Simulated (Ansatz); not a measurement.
Mean bond length (Å) of eight silicon and germanium compounds: PBE-D3(BJ) beside B3LYP-D3(BJ), computed with Ansatz (a first-principles code) for isolated molecules in the bases named; differences from unrounded values. The eight are the first of their class met in an unordered collection, after screening for sound electronic states; none was chosen by its value. Each level has its own optimised geometry.

| molecule | basis | B3LYP-D3(BJ) | PBE-D3(BJ) | difference |
|---|---|---|---|---|
| ethoxymethyl(methyl)silane (C4H12OSi), SMILES CCOC[SiH2]C | def2-SVP | 1.304 | 1.312 | 0.008 |
| Si(CCH)(H)(Me)2 (C4H8Si), SMILES C#C[SiH](C)C | def2-SVP | 1.334 | 1.341 | 0.007 |
| C2H5NOSi, SMILES C#C[Si@H](N)O | def2-SVP | 1.333 | 1.343 | 0.010 |
| C₃H₈Si, SMILES [SiH2]1CCC1 | def2-SVP | 1.378 | 1.385 | 0.007 |
| CH7NSi3, SMILES [Si@H]1([SiH2]C=N1)[SiH3] | def2-SVP | 1.652 | 1.662 | 0.010 |
| C₂H₅FOSi₂, SMILES O=C1C[SiH2][Si@@H]1F | def2-SVP | 1.575 | 1.584 | 0.009 |
| C₂H₄GeN₂, SMILES N#C/N=[CH]\[GeH3] | def2-SVP | 1.436 | 1.443 | 0.007 |
| C2H4ClFSi2, SMILES C(#C)[SiH2][Si@@H](Cl)F | def2-SVP | 1.626 | 1.635 | 0.009 |

PBE-D3(BJ) lies below B3LYP-D3(BJ) in 0 and above it in 8 of the eight; the mean signed difference is 0.008 and the largest 0.010 Å.
